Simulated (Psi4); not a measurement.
Psi4 input (wB97X-D/6-31G*):

```
memory 1500 MB

molecule {
-1 1
N    -1.05680351    0.25284490   -0.05704666
C     0.37648253    0.45507724   -0.05035200
O     1.00952981   -0.60916002    0.00889062
H    -1.36052142   -0.66151563    0.30999442
H    -1.57698767    1.03441814    0.32031923
symmetry c1
no_reorient
no_com
}

set {
  basis 6-31G*
  reference rks
  scf_type pk
  dft_radial_points 99
  dft_spherical_points 590
  e_convergence 1e-8
  d_convergence 1e-7
  maxiter 150
}

e = energy('wb97x-d')
print_out(f'\nFINAL {e:.10f} DIPOLE {variable("CURRENT DIPOLE")[0]:.6f} {variable("CURRENT DIPOLE")[1]:.6f} {variable("CURRENT DIPOLE")[2]:.6f}\n')
```

Problem. Predict the final energy.

Solution. -169.15772 Eh.
